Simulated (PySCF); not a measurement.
PBE0 on Se (selenium, neutral), [Ar] 3d10 4s2 4p3 4d1, high-spin 5D determinant (an excited configuration). Calculation: PySCF 2.14, in x2c-QZVPPall with one added diffuse shell each of s, p, d, f type (12s9p6d5f1g, 113 functions); scalar relativity by spin-free X2C-1e.

```
cycle= 1 E= -2429.31685443771  delta_E= -0.0139  |g|= 0.0588  |ddm|= 0.124
cycle= 2 E= -2429.31687550295  delta_E= -2.11e-05  |g|= 0.061  |ddm|= 0.0283
cycle= 3 E= -2429.31712887142  delta_E= -0.000253  |g|= 0.000933  |ddm|= 0.0103
cycle= 4 E= -2429.31712910074  delta_E= -2.29e-07  |g|= 0.000149  |ddm|= 0.00126
cycle= 5 E= -2429.31712911297  delta_E= -1.22e-08  |g|= 8.19e-05  |ddm|= 0.000356
cycle= 6 E= -2429.31712911439  delta_E= -1.42e-09  |g|= 9.56e-06  |ddm|= 7.56e-05
cycle= 7 E= -2429.31712911445  delta_E= -5.28e-11  |g|= 7.48e-07  |ddm|= 2.59e-05
converged SCF energy = -2429.31712911445  <S^2> = 6.0005364  2S+1 = 5.0002146
```

Highest occupied orbital energy: 0.115 eV; ⟨L²⟩ = 6.01; populations by l: s 8.00, p 15.00, d 11.00, f 0.00.

Problem. Can this result be used?

Solution. Not for this state. Self-consistency was reached. The outer electron is Rydberg-like, and this basis confines it to a smaller radius and binds it less than a complete one would. At PBE0 the highest occupied level has a positive energy, so only the finite basis holds that electron; for this excited configuration the basis is too tight for the outer shell.
